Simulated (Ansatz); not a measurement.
Ansatz (a quantum-chemistry and plane-wave program) input:

Ansatz 0.2 input:
```yaml
crystal:
  periodic: [false, false, false]
  atoms:
    - {symbol: Si, position_ang: [-0.00000000, -0.00000000, -1.16885582]}
    - {symbol: S, position_ang: [0.00000000, 0.00000000, 1.02274885]}
basis:
  gaussian:
    orbitals: def2-TZVP
magnetization: {spin_polarized: true, initial_magnetization: 2}
correlation: {method: mp2, electrons: outside_noble_gas}
relax: {f_tol: 0.003, max_steps: 100}
```

Problem. What final total energy does it print?

Solution. -686.63049 Eh (MP2/def2-TZVP). The basis has 74 functions.

This is an excited triplet: at this geometry the singlet lies 2.49 eV lower at CCSD(T)/CBS(aug-cc-pV(T+d)Z,aug-cc-pV(Q+d)Z).
